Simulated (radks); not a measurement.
Values are calculated unless marked as measured or tabulated.
Dipole-allowed excitations along the series with 3 electrons in [He] 2s1. Level of theory: scalar-relativistic Kohn-Sham, LB94 model potential, spin-polarised, spherical densities, finite nucleus; open shells are filled with parallel spins first; Fermi nuclear charge, rms radius of each element as measured or else 0.836 A^(1/3) + 0.57 fm (a radial shooting solver on a logarithmic mesh with Libxc functionals). Time-dependent linear response with the Hartree and adiabatic LDA kernel, continuum included through the Sternheimer equations, no spin-orbit coupling, so fine structure and intercombination lines are absent. Lines are the poles of the dipole polarisability below minus the highest occupied eigenvalue, found on a grid refined at the orbital gaps; the lowest seven at most are given, and weak or close lines can be missed. The first line takes the name of the lowest orbital gap if no other gap lies below it; otherwise a line is named after a gap within 0.6 % of it, if that gap stands alone.

| species | -e(HOMO) (eV) | lowest orbital gap (eV) | first line (eV) | f | strongest line (eV) | its f | static alpha (bohr^3) | measured (eV) |
|---|---|---|---|---|---|---|---|---|
| Li | 5.264 | 2s-2p 1.722 | 1.866 (2s-2p) | 0.686 | the first | 0.686 | 149.9 | 2s-2p 1.848 |
| Be+ | 17.940 | 2s-2p 3.557 | 3.889 (2s-2p) | 0.429 | the first | 0.429 | 22.41 | 2s-2p 3.959 |
| B2+ | 37.505 | 2s-2p 5.338 | 5.825 (2s-2p) | 0.309 | the first | 0.309 | 7.229 | - |
| C3+ | 63.901 | 2s-2p 7.101 | 7.735 (2s-2p) | 0.243 | 38.344 (unassigned) | 0.257 | 3.200 | - |
| N4+ | 97.122 | 2s-2p 8.863 | 9.639 (2s-2p) | 0.200 | 57.519 (unassigned) | 0.285 | 1.689 | - |
| O5+ | 137.17 | 2s-2p 10.634 | 11.552 (2s-2p) | 0.170 | 80.499 (unassigned) | 0.306 | 0.9967 | - |

Measured values: term averages from the NIST Handbook of Basic Atomic Spectroscopic Data.
